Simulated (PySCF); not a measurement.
Computed shifts of a molecule CH₃BF₂O, PySCF with B3LYP/pcSseg-1, GIAO, gas phase, equivalent atoms averaged, in ppm (number of nuclei): ¹⁹F: -142.7 (1), -147.0 (1). ¹³C: 56.8 (1). ¹H: 4.15 (3). References: ¹¹B against BF3 (σ = 86.3 ppm); ¹⁹F against CFCl3 (σ = 161.7 ppm); ¹⁷O against H2O (σ = 333.8 ppm); ¹³C against TMS (σ = 181.3 ppm); ¹H against TMS (σ = 31.68 ppm), references at their B3LYP-D3(BJ)/def2-TZVP geometries, non-relativistic. The structure is a stationary point at B3LYP-D3(BJ)/def2-SVP. Other conformers were not sampled.

**Question.** Which molecule gave these data?
A. OB(F)CF
B. COB(F)F
C. OCB(F)F

**Answer.** B, COB(F)F
